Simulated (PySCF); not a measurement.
C₃H₈FNSi.
Z-matrix (Å and degrees, GFN2-xTB geometry), rows numbered from 1:
```
C 
C   1  1.3254
C   2  1.4988  1  119.84
F   3  1.3774  2  111.28  1  -150.87
Si  2  1.9045  1  124.09  3   179.03
N   5  1.7225  2  114.62  1    -6.14
H   1  1.0809  2  122.87  3     1.28
H   1  1.0771  2  121.30  3  -178.07
H   3  1.0978  2  110.40  1    91.73
H   3  1.0959  2  112.68  1   -31.04
H   5  1.4639  2  107.49  1  -122.98
H   5  1.4594  2  108.73  1   111.79
H   6  1.0065  5  119.19  2    72.25
H   6  1.0068  5  119.46  2   -67.32
```

A PySCF run (density fitting, gas phase, GFN2-xTB geometry) gave HOMO -6.84 eV, LUMO -2.88 eV, dipole 2.79 D and E = -559.516 Eh.

**Question.** Which of these levels was it?
A. PBE0/def2-SVPD
B. PBE0/IGLO-II
C. B97-D/def2-SVPD
D. PBE0/pcSseg-0
E. HCTH407/MINI

**Answer.** E. It is HCTH407/MINI. All candidates on this geometry:

```tsv
level and settings	kind	basis functions	SCF cycles	E (Eh)	HOMO (eV)	LUMO (eV)	dipole (D)
HCTH407/MINI, energy threshold 1e-06 Eh, damping 0.3 at the start, DIIS from the seventh cycle	GGA	42	13	-559.5156	-6.84	-2.88	2.79
B97-D/def2-SVPD	GGA	191	15	-562.7524	-6.02	-1.31	2.63
PBE0/pcSseg-0	global hybrid	74	14	-561.8117	-7.06	-0.18	3.13
PBE0/IGLO-II	global hybrid	193	14	-562.8533	-7.34	-0.37	2.75
PBE0/def2-SVPD	global hybrid	191	14	-562.5142	-7.42	-0.45	2.73
```

The nearest other candidate, by the summed differences of HOMO and LUMO, is B97-D/def2-SVPD: its HOMO differs by +0.82 eV and its LUMO by +1.57 eV. B97-D ran without the empirical dispersion term, which would shift the total energy alone. Cycle counts include a coarse-grid stage where the run had one.
